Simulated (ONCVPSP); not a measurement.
**u(r) = r·R(r): atom against pseudo-atom (Pt (Z = 78))**

Columns: radius, all-electron u(r) and pseudo u(r) of the 5s shell (level -137.45 eV) of platinum in the configuration [Kr] 4d10 4f14 5s2 5p6 5d7; LDA (Perdew-Zunger), scalar-relativistic, ONCV scheme, ONCVPSP 4.0.1.

```
r (bohr)  all-electron  pseudo
   0.090        0.1227  0.1547
   0.180        0.2771  0.3096
   0.270       -0.5008  0.4628
   0.360       -0.6530  0.6101
   0.450       -0.2419  0.7466
   0.540        0.3170  0.8673
   0.630        0.7821  0.9664
   0.720        1.0771  1.0365
   0.810        1.2127  1.0722
   0.900        1.2273  1.0712
   0.990        1.1632  1.0366
   1.080        1.0549  0.9732
   1.170        0.9271  0.8864
   1.260        0.7962  0.7820
   1.350        0.6719  0.6692
   1.440        0.5592  0.5590
   1.530        0.4604  0.4603
   1.620        0.3758  0.3757
   1.710        0.3045  0.3044
   1.800        0.2452  0.2451
   1.890        0.1965  0.1964
   1.980        0.1567  0.1567
   2.070        0.1245  0.1245
   2.160        0.0986  0.0986
   2.250        0.0779  0.0778
   2.340        0.0613  0.0613
```

Question: How many radial nodes do the two functions have?

Answer: The all-electron 5s function has n − l − 1 = 4 (the table is too coarse to show those close to the nucleus); the pseudo-wave has 0, since the states of the same l below it are removed with the core.

Question: At about which radius was the pseudo-wave matched?

Answer: 1.50 bohr, where the columns begin to agree (steps of 0.09 bohr).

Question: Is the pseudo-wave norm-conserving?

Answer: Yes: the ONCV scheme keeps the norm inside the radius equal to the all-electron one, which fixes the energy derivative of the logarithmic derivative at the level.
